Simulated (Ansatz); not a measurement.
Si₃Au⁺. Total charge 1; singlet. Geometry r2SCAN-D4/def2-SVP; atoms count from 1.

Cartesian coordinates in Å:
```
Au 0.064 -1.358 0.131
Si -1.959 -0.017 0.033
Si 1.953 0.161 -0.047
Si -0.058 1.214 -0.116
```

In the def2 sets Au takes a core potential; there is no spin–orbit coupling. The structure comes from a short search, and lower isomers may exist.

Question: Estimate the Mulliken populations from the PBE0/def2-TZVP orbitals of Ansatz.

Answer: 
```json
{"atom": "Au1", "charge (e)": "0.65", "d electrons": "9.42"}
{"atom": "Si2", "charge (e)": "0.15", "d electrons": "–"}
{"atom": "Si3", "charge (e)": "0.15", "d electrons": "–"}
{"atom": "Si4", "charge (e)": "0.05", "d electrons": "–"}
```
Mulliken values and Mayer orders depend strongly on the basis.

Question: And the Mayer bond orders between bonded heavy atoms (over 0.3)?

Answer: Au1–Si2 0.69 (2.43 Å); Au1–Si3 0.69 (2.43 Å); Au1–Si4 0.53 (2.59 Å); Si2–Si4 1.41 (2.27 Å); Si3–Si4 1.41 (2.27 Å). Values over 0.3 also appear between atoms too far apart for a bond (Si2–Si3 0.56 at 3.92 Å); they arise where an orbital or an unpaired electron spreads over both atoms.
